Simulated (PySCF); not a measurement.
A structure optimised at PBE-D3(BJ)/def2-TZVPD, used in a PySCF frequency run:

```
C
H 1 1.1026
H 1 1.1026 2 109.78
H 1 1.1026 2 109.78 3 120.77
Be 1 1.6553 2 109.16 3 -119.61
```
Charge +1, spin multiplicity 1.

Q: Write its SMILES, formula and point group.

A: [Be+][CH3], CH3Be, C3v

Q: What are its rotational constants (standard atomic weights)?

A: 154.06, 26.905, 26.905 GHz
